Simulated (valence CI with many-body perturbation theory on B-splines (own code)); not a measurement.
# Hf LXVII: key properties

Computed by relativistic CI+MBPT: four valence electrons over a frozen Dirac-Fock core [He], a basis of 9 s, 9 p, 8 d, 6 f, 3 g, 1 h functions for each j, with the one-electron correlation potential Σ1, the two-electron term Σ2, the three-electron term Σ3, Breit, model QED; selected CI, second order for the rest, scaled by the run's own slope (own B-spline code, finite nucleus).

No measured spectrum was set against this ion. As an estimate, large intervals hold to a few tenths of a per cent, small ones and those within an open d or f shell to about a per cent.

Levels are named by their leading jj configuration (3d3/2^4 stands for four electrons in 3d with j = 3/2), which in mixed levels can hold well under half, so a name can repeat and another be missing.

Rates and lifetimes use the calculated energies. Strong lines usually hold to 10 to 20 %, long lifetimes can be off by a factor of two.

(1) What is the ground level?

(2) Name the longest-lived excited levels whose lifetime is computed, and their main decay.

(3) Where does the other parity begin?

(4) How well does LS coupling describe the low levels?

(5) What are the static dipole polarisabilities of the lowest levels?

(6) Among levels below 786.96 Ry, which E1 lines absorb most strongly from the ground level?

(7) What is the ionisation energy?

Results:

(1) (2s^2 2p1/2^2) J=0, composition 68 % 2s²2p² ³P + 32 % 2s²2p² ¹S.

(2) (2s^2 2p1/2 2p3/2) J=2 at 92.69 Ry lives 18.1 ns, mostly by E2 to (2s^2 2p1/2^2) J=0; (2s^2 2p1/2 2p3/2) J=1 at 91.36 Ry lives 84.3 ps, mostly by M1 to (2s^2 2p1/2^2) J=0; (2s 2p1/2^2 2p3/2) J=2 at 112.59 Ry lives 32.4 ps, mostly by E1 to (2s^2 2p1/2 2p3/2) J=1.

(3) At (2s 2p1/2^2 2p3/2) J=2, 112.59 Ry.

(4) Among the lowest 20 levels the leading LS term, summed over configurations, holds 67 % on average. For single configurations the figures are 67 % in LS and 100 % in jj coupling. Terms mix most in the J = 1 level at 118.84 Ry, where the leading one holds 31 %.

(5) (2s^2 2p1/2^2) J=0 8.91e-05 bohr³, of which the core gives 2.49e-07.

(6) to (2s^2 2p1/2 3d3/2) J=1 at 0.1201 nm, f = 1.09; to (2s 2p1/2^2 3p1/2) J=1 at 0.1226 nm, f = 0.332; to (2s 2p1/2^2 3p3/2) J=1 at 0.1180 nm, f = 0.301.

(7) 17283 eV; NIST lists 17280 ± 40 eV (theoretical).
